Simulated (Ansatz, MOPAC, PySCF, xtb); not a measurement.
Noncovalent pair: HCl (SMILES Cl) (first 2 atoms) with H4OSi (SMILES O[SiH3]); geometry from B3LYP-D3(BJ)/def2-TZVP, rigid monomers moved along the line of their centres of mass till H2···H8 is 1.79 Å.
(charge 0, multiplicity 1):
```xyz
8

Cl    -0.8223     0.4550    -0.4324
H     -0.7256    -0.3857     0.5362
O      0.2782    -0.2522     4.6552
Si     0.0430     0.2664     3.1074
H      1.0153    -0.8382     4.8422
H      1.2606     0.8876     2.5367
H     -1.0692     1.2313     3.1570
H     -0.3354    -0.8686     2.2173
```

Interaction energies are E(AB) − E(A) − E(B) at the monomers' geometry in the complex; basis-set methods are counterpoise corrected.

The state reached by PM3 isn't checked.

The values were computed with Ansatz (a quantum-chemistry and plane-wave program) with Gaussian orbitals; MOPAC for PM3 (differences of heats of formation); PySCF for the dispersion terms; xtb for the GFN methods. Values without a source in brackets are computed.

Question: One of these levels gives 47.9 meV for the interaction energy. Name it.
A) PBE-D4/def2-TZVPPD
B) GFN-FF
C) PM3
D) r2SCAN/def2-TZVPPD

Answer: B, GFN-FF. The others give -168.6 (PM3), -78.2 (PBE-D4/def2-TZVPPD), -40.7 (r2SCAN/def2-TZVPPD)
